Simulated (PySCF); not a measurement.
NICS in isomers of C8H10OSi.

NICS = −σ at a ghost point: NICS(0) at the centroid of the ring atoms, NICS(1) 1 Å to either side along the normal of their mean plane, zz for the tensor component along that normal. Level: GIAO PBE0/pcSseg-1 (PySCF, non-relativistic, gas phase) on the GFN2-xTB geometries, one conformer each. Atom numbers follow the mapped SMILES.

Task: Order these rings by mean NICS(1)zz, lowest (most negative) first (ppm).
A. ring C5–C6–C7–C8–O9 in `[CH:1]1=[CH:2][CH2:3][SiH:4]([c:5]2[cH:6][cH:7][cH:8][o:9]2)[CH2:10]1`
B. ring C2–C3–C5–C8 in `[CH2:1]=[C:2]1[C:3](=[CH2:4])[C:5]([CH2:6][SiH3:7])=[C:8]1[CH:9]=[O:10]`
C. ring C2–C3–C5–C9 in `[CH2:1]=[C:2]1[C:3](=[CH2:4])[C:5]([CH2:6][CH:7]=[O:8])=[C:9]1[SiH3:10]`
D. ring C3–C4–C5–C6–C7–C8 in `[CH2:1]=[CH:2][c:3]1[cH:4][cH:5][cH:6][cH:7][c:8]1[O:9][SiH3:10]`

Result: A (-28.0), D (-25.0), B (2.3), C (3.5).

```json
{"SMILES": "C1=CC[SiH](c2ccco2)C1", "ring": "5-membered ring with O; formal bonds all aromatic", "NICS(0)": "-11.9", "NICS(1)": "-10.8", "NICS(1)zz": "-28.0", "HOMA": "0.49", "rms pucker (Å)": "0.00", "ring atoms with four or more neighbours": "0"}
{"SMILES": "C=Cc1ccccc1O[SiH3]", "ring": "6-membered carbocycle; formal bonds all aromatic", "NICS(0)": "-8.6", "NICS(1)": "-10.5", "NICS(1)zz": "-25.0", "HOMA": "0.98", "rms pucker (Å)": "0.00", "ring atoms with four or more neighbours": "0"}
{"SMILES": "C=C1C(=C)C(C[SiH3])=C1C=O", "ring": "4-membered carbocycle; formal bonds 1 double, 3 single", "NICS(0)": "2.9", "NICS(1)": "-3.2", "NICS(1)zz": "2.3", "HOMA": "-0.73", "rms pucker (Å)": "0.00", "ring atoms with four or more neighbours": "0"}
{"SMILES": "C=C1C(=C)C(CC=O)=C1[SiH3]", "ring": "4-membered carbocycle; formal bonds 1 double, 3 single", "NICS(0)": "7.5", "NICS(1)": "-2.6", "NICS(1)zz": "3.5", "HOMA": "-0.78", "rms pucker (Å)": "0.00", "ring atoms with four or more neighbours": "0"}
```

NICS(0) gives the same order. The isotropic NICS(1) gives the same order. Over the 4 rings with a HOMA value its correlation coefficient with NICS(1)zz is -0.96. HOMA uses Krygowski's 1993 parameters. NICS(1) and NICS(1)zz are means over the two faces.
